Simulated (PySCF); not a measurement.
Where the electron goes

Compound: C8H7BrSi.
Atom-mapped SMILES: `[Br:1][c:2]1[cH:3][cH:4][cH:5][c:6]2[c:7]1[CH:8]=[CH:9][SiH2:10]2` (hydrogens: H11 on C3; H12 on C4; H13 on C5; H14 on C8; H15 on C9; H16, H17 on Si10)

Computed, not measured: TDDFT B3LYP/def2-SVPD, vertical, gas phase, core orbitals frozen in the response (PySCF 2.14.0, density-fitted response routines). Isolated species at its PBE0-D3(BJ)/def2-SVP geometry, gas phase. The B3LYP/def2-SVPD calculation is non-relativistic and has no spin–orbit coupling, an omission that weighs most on bromine.

Frontier orbitals with the atoms that hold most of them (Löwdin shares over 4%, at most four atoms; ? is withheld):

| orbital | ε (eV) | atoms |
| --- | --- | --- |
| LUMO+2 | -0.40 | Br1 53%, C2 20%, Si10 6% |
| LUMO+1 | -1.03 | C2 20%, C5 20%, C3 14%, C6 13% |
| LUMO | -1.90 | C9 18%, C8 16%, C7 12%, C6 11% |
| HOMO | -6.59 | ? |
| HOMO-1 | -7.09 | ? |
| HOMO-2 | -8.05 | Br1 76%, C2 8% |
| HOMO-3 | -8.61 | C8 18%, Br1 16%, Si10 12%, C9 11% |

Q: Give the leading atoms of the HOMO-1.

A: Br1 (bonded to C) 20%; C3 (bonded to 2 C and H) 19%; C6 (bonded to 2 C and Si) 19%; C5 (bonded to 2 C and H) 13%. By element: carbon 50% or more, bromine 20%.

Q: Which atoms hold the HOMO, and with what shares?

A: C9 (bonded to C, Si and H) 18%; C7 (bonded to 3 C) 14%; Br1 (bonded to C) 13%; C4 (bonded to 2 C and H) 12%. By element: carbon 44% or more, bromine 13%.

Q: How does S1 compare with the orbital gap of 4.70 eV?

A: S1 is at 4.11 eV (f = 0.077), 0.59 eV below the gap, made of HOMO→LUMO (82%). Without the coupling terms of the response equations the lowest excitation would equal the gap.

Q: One configuration dominates each of S1, S2, S3, S5 and S7. Which, and how do the shares of the two leading atoms of either orbital change from the occupied to the empty one?

A: 
- S1 (4.11 eV, f 0.077), HOMO→LUMO (82%): C9 18% → 18%, C7 14% → 12%, C8 at most 12% → 16%
- S2 (4.49 eV, f 0.031), HOMO-1→LUMO (80%): Br1 20% → at most 11%, C3 19% → at most 11%, C9 at most 13% → 18%, C8 at most 13% → 16%
- S3 (5.15 eV, f 0.222), HOMO→LUMO+1 (76%): C9 18% → at most 13%, C7 14% → at most 13%, C2 at most 12% → 20%, C5 at most 12% → 20%
- S5 (5.32 eV, f 0.0018), HOMO-2→LUMO (95%): Br1 76% → at most 11%, C2 8% → at most 11%, C9 at most 4% → 18%, C8 at most 4% → 16%
- S7 (5.68 eV, f 0.163), HOMO-1→LUMO+1 (81%): Br1 20% → at most 13%, C3 19% → 14%, C2 at most 13% → 20%, C5 13% → 20%
